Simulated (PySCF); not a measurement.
Mayer bond orders and bond lengths

4-tert-butyltoluene, C11H16.
SMILES with atom numbers: `[CH3:1][c:2]1[cH:3][cH:4][c:5]([C:6]([CH3:7])([CH3:8])[CH3:9])[cH:10][cH:11]1` (hydrogens: H12, H13, H14 on C1; H15 on C3; H16 on C4; H17, H18, H19 on C7; H20, H21, H22 on C8; H23, H24, H25 on C9; H26 on C10; H27 on C11)

Geometry (PBE0-D3(BJ)/def2-SVP, Å), atoms numbered from 1 in this order:
```xyz
27
C11H16 angstrom
C      3.964   -0.193    0.384
C      2.465   -0.126    0.369
C      1.697   -0.813    1.311
C      0.303   -0.776    1.280
C     -0.386   -0.048    0.305
C     -1.913    0.018    0.235
C     -2.381   -0.552   -1.111
C     -2.364    1.481    0.357
C     -2.576   -0.784    1.356
C      0.389    0.642   -0.638
C      1.778    0.606   -0.608
H      4.328   -1.046   -0.214
H      4.352   -0.322    1.405
H      4.413    0.716   -0.040
H      2.198   -1.392    2.093
H     -0.247   -1.329    2.042
H     -2.053   -1.596   -1.229
H     -1.980    0.023   -1.959
H     -3.480   -0.528   -1.180
H     -2.042    1.912    1.318
H     -3.462    1.552    0.300
H     -1.946    2.106   -0.446
H     -3.671   -0.703    1.273
H     -2.317   -1.852    1.302
H     -2.290   -0.409    2.351
H     -0.101    1.230   -1.418
H      2.346    1.163   -1.359
```

Bond orders from the PBE0/pcSseg-1 density (PySCF). Isolated species at its PBE0-D3(BJ)/def2-SVP geometry, gas phase.

(1) How far do the computed orders between heavy atoms stray from the drawn ones?

(2) Set the Mayer orders of the bonds between heavy atoms beside their lengths.

Answers

(1) The largest departure is 0.123, at C5–C10 (drawn aromatic, 1.377), counting aromatic bonds as 1.5. The bonds drawn aromatic range from 1.38 to 1.48.

(2) 
```json
{"bond": "C1–C2", "drawn as": "single", "length (Å)": "1.501", "Mayer order": "1.071"}
{"bond": "C2–C3", "drawn as": "aromatic", "length (Å)": "1.396", "Mayer order": "1.409"}
{"bond": "C3–C4", "drawn as": "aromatic", "length (Å)": "1.395", "Mayer order": "1.438"}
{"bond": "C4–C5", "drawn as": "aromatic", "length (Å)": "1.398", "Mayer order": "1.467"}
{"bond": "C5–C6", "drawn as": "single", "length (Å)": "1.530", "Mayer order": "0.919"}
{"bond": "C6–C7", "drawn as": "single", "length (Å)": "1.536", "Mayer order": "1.019"}
{"bond": "C6–C8", "drawn as": "single", "length (Å)": "1.535", "Mayer order": "1.020"}
{"bond": "C6–C9", "drawn as": "single", "length (Å)": "1.529", "Mayer order": "1.067"}
{"bond": "C5–C10", "drawn as": "aromatic", "length (Å)": "1.403", "Mayer order": "1.377"}
{"bond": "C10–C11", "drawn as": "aromatic", "length (Å)": "1.390", "Mayer order": "1.477"}
{"bond": "C11–C2", "drawn as": "aromatic", "length (Å)": "1.400", "Mayer order": "1.389"}
```

Bonds between the same two heavy elements. C–C: lowest C5–C6 (0.919, 1.530 Å), highest C10–C11 (1.477, 1.390 Å); in 3 of the 55 pairs the longer bond (by over 0.003 Å) has the higher order (by 0.02 or more).

Problem. And the bonds to hydrogen?

Solution. C–H: 0.94 to 0.97 (16 bonds).

Problem. Sum the orders of all bonds at each heavy atom with more than one neighbour and set the sums beside the valence in the SMILES.

Solution. C1 3.928 (drawn 4), C2 3.869 (drawn 4), C3 3.812 (drawn 4), C4 3.863 (drawn 4), C5 3.763 (drawn 4), C6 4.025 (drawn 4), C7 3.901 (drawn 4), C8 3.901 (drawn 4), C9 3.925 (drawn 4), C10 3.819 (drawn 4), C11 3.832 (drawn 4). Orders between atoms that aren't bonded are not in these sums.

For a closed shell the Mayer order of atoms A and B is Σ (PS)μν (PS)νμ over the basis functions μ on A and ν on B, with P the density and S the overlap matrix.
